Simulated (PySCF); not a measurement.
Compound: C6H9O2 (charge -1).
SMILES with atom numbers: `[CH3:1][CH2:2][CH2:3]/[CH:4]=[CH:5]\[C:6](=[O:7])[O-:8]` (hydrogens: H9, H10, H11 on C1; H12, H13 on C2; H14, H15 on C3; H16 on C4; H17 on C5)

Method used: PBE0-D3(BJ)/def2-SVP geometry optimisation, gas phase in PySCF.

(1) List the bond lengths, angles and torsions at this level.

## Answers

(1) 
```tsv
bond	length (Å)
C1–C2	1.520
C2–C3	1.528
C3–C4	1.503
C4=C5	1.342
C5–C6	1.535
C6=O7	1.245
C6–O8	1.255
C1–H9, C1–H10, C1–H11	1.103
C2–H12, C2–H13	1.104
C3–H14, C3–H15	1.104
C4–H16	1.101
C5–H17	1.098
```

Bonds in one row agree within 0.01 Å and their mean is given. A selection of angles:
```tsv
angle	degrees
C2–C1–H9	110.3
C2–C1–H10	111.9
H9–C1–H10	107.4
C1–C2–C3	113.1
C1–C2–H12	110.0
C3–C2–H12	105.4
C3–C2–H13	110.1
H12–C2–H13	107.9
C2–C3–C4	112.7
C2–C3–H14	109.7
C2–C3–H15	106.8
C4–C3–H14	110.0
C4–C3–H15	108.2
H14–C3–H15	109.4
C3–C4–C5	125.5
C3–C4–H16	116.3
C5–C4–H16	118.1
C4–C5–C6	127.7
C4–C5–H17	118.5
C6–C5–H17	113.8
C5–C6–O7	114.0
C5–C6–O8	117.0
O7–C6–O8	129.0
```

Dihedral angles: C1–C2–C3–C4 179° (antiperiplanar); C2–C3–C4–C5 82° (synclinal); C3–C4–C5–C6 3° (synperiplanar); C4–C5–C6–O7 169° (antiperiplanar). The mirror-image conformer, all signs reversed, is as good.

C6 (carboxylate carbon) is planar (angles 129.0°, 117.0° and 114.0°, sum 360.0°, 0.00 Å off the plane of its three neighbours). Of the pairs four or more bonds apart, O8···H15 is among the closest relative to their van der Waals radii: 2.28 Å, 84 % of the sum of Bondi's values. C4 (alkene CH carbon) is planar (angles 125.5°, 118.1° and 116.3°, sum 360.0°, 0.01 Å off the plane of its three neighbours). The C–C distances run from 1.342 Å (C4=C5, drawn double) to 1.535 Å (C5–C6, drawn single), a spread of 0.193 Å. C5 (alkene CH carbon) is planar (angles 127.7°, 118.5° and 113.8°, sum 360.0°, 0.02 Å off the plane of its three neighbours).

Point group: C1 (no symmetry element, even within 0.4 Å). No frequency check. The geometry's basis has no diffuse functions, a weakness for an anion.
